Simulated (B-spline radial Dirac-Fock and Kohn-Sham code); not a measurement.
**Auger parameter of bromine: the K level and its strongest K-LL line**

These are calculated numbers from a radial atomic solver; the model is ΔSCF Dirac-Fock with Breit, self-energy and vacuum polarisation, finite nucleus, configuration average. The modified Auger parameter α′ is the binding energy plus the kinetic energy of the Auger electron; it does not depend on the energy zero. For free ions it tends to fall with charge, since less charge screens the final holes.

```
             species      configuration  binding 1s (eV)  Auger line  kinetic (eV)  α′ (eV)
                 Br⁻  [Ar] 3d10 4s2 4p6          13471.0    L2L3 J=2       10237.4  23708.5
Br⁻ (Watson 1.666 Å)  [Ar] 3d10 4s2 4p6          13478.7    L2L3 J=2       10229.1  23707.8
 Br⁻ (Watson 1.96 Å)  [Ar] 3d10 4s2 4p6          13477.9    L2L3 J=2       10230.2  23708.1
Br⁻ (Watson 2.352 Å)  [Ar] 3d10 4s2 4p6          13477.0    L2L3 J=2       10231.3  23708.3
                Br³⁺  [Ar] 3d10 4s2 4p2          13524.5    L2L3 J=2       10177.4  23701.9
 Br³⁺ (Watson 2.2 Å)  [Ar] 3d10 4s2 4p2          13504.9    L2L3 J=2       10197.0  23701.9
 Br³⁺ (Watson 2.7 Å)  [Ar] 3d10 4s2 4p2          13508.5    L2L3 J=2       10193.4  23701.9
                Br⁴⁺  [Ar] 3d10 4s2 4p1          13541.7    L2L3 J=2       10159.3  23701.1
                Br⁵⁺      [Ar] 3d10 4s2          13560.2    L2L3 J=2       10140.3  23700.5
                Br⁵⁺  [Ar] 3d10 4s1 4p1          13561.3    L2L3 J=2       10138.9  23700.2
                Br⁵⁺   [Ar] 3d9 4s2 4p1          13578.7    L2L3 J=2       10117.2  23696.0
                Br⁶⁺      [Ar] 3d10 4s1          13580.8    L2L3 J=2       10119.0  23699.8
                Br⁷⁺          [Ar] 3d10          13602.9    L2L3 J=2       10097.1  23699.9
 Br⁷⁺ (Watson 2.4 Å)          [Ar] 3d10          13560.9    L2L3 J=2       10139.1  23699.9
```
